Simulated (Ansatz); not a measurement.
Basis-set extrapolation for C6ClF5, SMILES `Fc1c(F)c(F)c(Cl)c(F)c1F` (PBE0-D4/def2-TZVP geometry, frozen core, Ansatz 0.2.0). Multiplicity 1, RHF reference.

```tsv
	def2-TZVPP	def2-QZVPP
HF	-1184.146397	-1184.189332
MP2 correlation	-2.321163	-2.519352
CCSD(T) correlation	-2.432427	not run
```

Energies in hartree. Use E(X) = E(∞) + A·exp(−7.88·√X) for Hartree–Fock and E(X) = E(∞) + B·X^(−2.97) for correlation, with X = 3 and 4, and add CCSD(T) minus MP2 of the smaller set to the MP2 limit.

Problem. What is the CCSD(T) energy at the basis-set limit?

Solution. HF limit: -1184.189332 + (-0.042935) × 0.13774 = -1184.19525. MP2 limit: -2.519352 + (-0.198189) × 0.74074 = -2.66616. Higher-order term: -2.432427 − (-2.321163) = -0.11126. Total: -1186.97267 hartree, 1034.0 kJ/mol below CCSD(T)/def2-TZVPP.
